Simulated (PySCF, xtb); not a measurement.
C2H5FO2Si, SMILES O=CC[Si@H](O)F. Other conformers were not sampled.

Harmonic wavenumbers (cm⁻¹) from GFN2-xTB run with xtb at its own minimum, in rising order: 55, 107, 164, 193, 234, 309, 396, 523, 607, 644, 670, 795, 829, 844, 908, 981, 1029, 1124, 1173, 1377, 1446, 1730, 2447, 2788, 3008, 3053, 3501.

Task: What does PBE-D3(BJ)/def2-SVP (PySCF) give at its own minimum? (An estimate is asked for; the answer gives what the named calculation found.)

Result: 73, 133, 197, 218, 282, 362, 541, 595, 613, 737, 765, 823, 846, 905, 947, 965, 1025, 1098, 1158, 1352, 1368, 1731, 2236, 2844, 2982, 3072, 3477. Paired by order, the mean absolute difference is 47 cm⁻¹ and the zero-point energies are 44.2 and 44.8 kcal/mol.
